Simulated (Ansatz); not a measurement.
The cluster Be4F6⁺. The state is a doublet with charge 1. Geometry r2SCAN-D4/def2-SVP.

Cartesian coordinates in Å:
```
Be 1.547 -0.097 1.261
Be -1.979 3.199 -1.752
Be -0.509 0.835 -0.455
Be -0.272 -1.973 -0.132
F 2.605 0.203 2.111
F -1.245 2.027 -1.105
F 0.646 1.025 0.476
F 0.860 -1.395 0.760
F -0.740 -3.243 -0.446
F -0.911 -0.582 -0.718
```

Another isomer (doublet) lies 0.07 eV lower at PBE0-D4/def2-TZVP; other spin states weren't run for this one.

**Question.** Estimate the α-spin orbital energies around the gap (eV) in Ansatz with HF/STO-3G, PBE-D4/def2-TZVP, r2SCAN-D4/def2-TZVP, PBE0-D4/def2-TZVP, r2SCAN0-D4/def2-TZVP.

**Answer.** 
```
orbital  HF/STO-3G  PBE-D4/def2-TZVP  r2SCAN-D4/def2-TZVP  PBE0-D4/def2-TZVP  r2SCAN0-D4/def2-TZVP
 HOMO−5     -16.95            -14.02               -14.47             -16.12                -16.45
 HOMO−4     -15.87            -12.86               -13.28             -14.83                -15.16
 HOMO−3     -15.67            -12.81               -13.23             -14.78                -15.11
 HOMO−2     -15.61            -12.71               -13.13             -14.73                -15.06
 HOMO−1     -15.40            -12.64               -13.07             -14.66                -14.99
   HOMO     -13.90            -10.93               -11.15             -11.98                -12.11
   LUMO      -0.84             -7.44                -7.18              -6.50                 -6.34
 LUMO+1      -0.78             -7.41                -7.15              -6.46                 -6.31
 LUMO+2       1.90             -6.30                -5.74              -5.50                 -5.15
 LUMO+3       2.42             -5.46                -4.85              -4.54                 -4.18
 LUMO+4       4.26             -4.64                -4.07              -3.83                 -3.48
 LUMO+5       4.58             -3.82                -3.18              -3.04                 -2.61
 β HOMO     -15.40            -12.64               -13.07             -14.66                -14.99
 β LUMO      -1.72             -8.27                -7.84              -7.40                 -7.52
```
